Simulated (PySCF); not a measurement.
**Zn⁺ (zinc, charge +1) across methods**

[Ar] 3d10 4d1, 2D determinant (an excited configuration). All numbers are calculated (PySCF 2.14, scalar relativity through the core potential, in aug-cc-pVTZ-PP with one added diffuse shell each of s, p, d, f, g type with ECP10MDF (7s7p6d4f3g, 113 functions)).

| method | E (hartree) | mean ε 3d α (eV) | mean ε 3d β (eV) | mean ε 4d α (eV) | Σ⟨r²⟩ (bohr²) | ⟨S²⟩ |
| --- | --- | --- | --- | --- | --- | --- |
| LDA | -225.9121 | -25.397 | -25.369 | -4.760 | 46.07 | 0.750 |
| PBE | -226.3297 | -25.000 | -24.972 | -4.921 | 45.35 | 0.750 |
| r2SCAN | -226.2081 | -25.150 | -25.123 | -4.819 | 45.82 | 0.750 |
| PBE0 | -226.2862 | -27.936 | -27.902 | -5.213 | 46.25 | 0.750 |

Task: Estimate the same row for UHF.

Result: E (hartree) = -225.27100; mean ε 3d α (eV) = -35.873; mean ε 3d β (eV) = -35.826; mean ε 4d α (eV) = -5.814; Σ⟨r²⟩ (bohr²) = 49.78; ⟨S²⟩ = 0.750.

Energies and moments cover only the electrons outside the core potential. The outer electron is Rydberg-like, and this basis confines it to a smaller radius and binds it less than a complete one would.
